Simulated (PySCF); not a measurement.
## NMR parameters of GaCl2H

GaCl2H, Cl2GaH, point group C2v.

Geometry:
| atom | x (Å) | y (Å) | z (Å) |
| --- | --- | --- | --- |
| Ga1 | -0.102 | -0.161 | -0.001 |
| Cl2 | 2.035 | -0.135 | 0.016 |
| Cl3 | -1.014 | 1.771 | -0.018 |
| H4 | -0.919 | -1.476 | 0.003 |

GIAO calculations in PySCF 2.14.0 with density-fitted response routines on the PBE0-D3(BJ)/def2-SVP structure: isolated species, non-relativistic, equivalent atoms averaged; basis pcSseg-1 (pcSseg-2 on Ga).

Task: Give the isotropic shieldings (ppm) with B3LYP, PBE, PBE0.

Result: 
```json
{"atoms": "Ga1", "environment": "Ga bonded to 2 Cl, H", "B3LYP": "1316", "PBE": "1276", "PBE0": "1353"}
{"atoms": "Cl2/Cl3", "environment": "chlorine bonded to Ga", "B3LYP": "796", "PBE": "764", "PBE0": "829"}
{"atoms": "H4", "environment": "hydrogen on a Ga bonded to 2 Cl", "B3LYP": "25.09", "PBE": "24.63", "PBE0": "25.05"}
{"atoms": "HOMO–LUMO gap (eV)", "environment": "–", "B3LYP": "6.85", "PBE": "5.23", "PBE0": "7.42"}
```

Task: And the chemical shifts, against references computed in the same way?

Result: 
```tsv
atoms	nucleus, reference	B3LYP	PBE	PBE0
Ga1	⁷¹Ga, [Ga(H2O)6]3+	483	471	464
Cl2/Cl3	³⁵Cl, HCl	134	169	114
H4	¹H, TMS	6.29	6.56	6.21
```

Task: Which part of the shielding of Ga1 depends on the functional?

Result: Diamagnetic: B3LYP 2641, PBE 2641, PBE0 2641 ppm; paramagnetic: B3LYP -1325, PBE -1365, PBE0 -1288 ppm. The diamagnetic part, set mainly by inner electrons, hardly moves; the paramagnetic part goes with low-lying magnetically allowed excitations and carries the spread.

Relativistic effects, spin–orbit coupling among them, are left out; they matter for Ga and for the light atoms bonded to it.
